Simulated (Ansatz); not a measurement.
Cost and result for the atomization energy of `[CH3][Sn]([OH])([OH])[F]` (10 atoms, 9 bonds).

| atom | x (Å) | y (Å) | z (Å) |
| --- | --- | --- | --- |
| C1 | 0.711 | 0.062 | 1.540 |
| Sn2 | -0.209 | 0.124 | -0.352 |
| O3 | 1.120 | 0.391 | -1.746 |
| O4 | -1.321 | -1.402 | -0.840 |
| F5 | -1.464 | 1.577 | -0.479 |
| H6 | 1.713 | 0.480 | 1.455 |
| H7 | 0.117 | 0.650 | 2.239 |
| H8 | 0.765 | -0.972 | 1.876 |
| H9 | 0.784 | 0.225 | -2.631 |
| H10 | -2.217 | -1.134 | -1.063 |

Charge 0, multiplicity 1. Correlated methods include outer-core shells of Sn, which these sets cover unevenly. Sn takes the def2 core potential. All single points use the PBE0-D4/def2-TZVP geometry. It is one conformer, not always the lowest. Program: Ansatz. All runs use 4 threads of an Arm Neoverse V1 on a shared host. Times are those of one run each, without the atoms' runs, and a repeat can differ threefold. Electronic energies, without spin–orbit coupling; frozen cores. CCSD(T)/CBS adds CCSD(T) − MP2 in def2-TZVPP to the MP2 limit, and its time is that of the two runs behind it. T1 = 0.014. With those shells the extrapolation isn't a true limit. HSE06 is the plane-wave form, built on full-range PBE exchange.

CCSD(T)/CBS is a level of theory with its own doubt, some kJ/mol a heavy atom from the limit and from the frozen cores, so smaller differences don't rank the functionals.

| level | functions | wall time | atomization (kJ/mol) | difference from CCSD(T)/CBS | per bond |
| --- | --- | --- | --- | --- | --- |
| revPBE-D4/def2-TZVPP | 244 | 2.1 s | 3525.6 | -90.5 | -10.1 |
| PBE0-D4/def2-TZVPP | 244 | 3.1 s | 3529.4 | -86.7 | -9.6 |
| BHLYP-D4/def2-TZVPP | 244 | 3.3 s | 3395.6 | -220.5 | -24.5 |
| HSE06-D4/def2-TZVPP | 244 | 3.3 s | 3531.3 | -84.8 | -9.4 |
| CAM-B3LYP-D4/def2-TZVPP | 244 | 3.4 s | 3577.1 | -39.0 | -4.3 |
| r2SCANh-D4/def2-TZVPP | 244 | 5 s | 3532.5 | -83.6 | -9.3 |
| B2PLYP/def2-TZVPP | 244 | 6 s | 3525.7 | -90.4 | -10.0 |
| PBE-QIDH/def2-TZVPP | 244 | 7 s | 3514.2 | -101.9 | -11.3 |
| B97M-V/def2-TZVPP | 244 | 9 s | 3581.2 | -34.9 | -3.9 |
| CCSD(T)/def2-SVP | 107 | 11 s | 3295.1 | -321.0 | -35.7 |
| MP2/def2-QZVPP | 460 | 30 s | 3649.9 | 33.8 | 3.8 |
| CCSD(T)/def2-TZVPP | 244 | 5.5 min | 3490.2 | -125.9 | -14.0 |
| CCSD(T)/CBS(def2) | – | 6 min | 3616.1 | 0.0 | 0.0 |

From r2SCAN to r2SCAN0 (25 % exact exchange), in def2-TZVPP and without D4, the atomization energy moves by −98.1 kJ/mol: exact exchange takes away binding that semilocal exchange gives to molecules. The D4 term adds +29.4 kJ/mol with B3LYP and +15.5 kJ/mol with PBE0; it sums over pairs of atoms, weighted by their polarisabilities, and B3LYP, whose exchange is more repulsive, gets the larger term. At CCSD(T), def2-SVP lies −321.0 kJ/mol from the extrapolated value and def2-TZVPP −125.9 kJ/mol: correlation converges slowly with the basis, and small sets miss more of it in the bonded molecule than in its fragments.

B3LYP here is the variant with VWN-RPA as its local correlation; programs differ in this.

Spin–orbit coupling would lower the free Sn atoms strongly, and the atomization energy with them, by more than many differences here. For some Ge, Se and Sn compounds the MP2-based and the directly extrapolated limit differ by 10 to 25 kJ/mol.
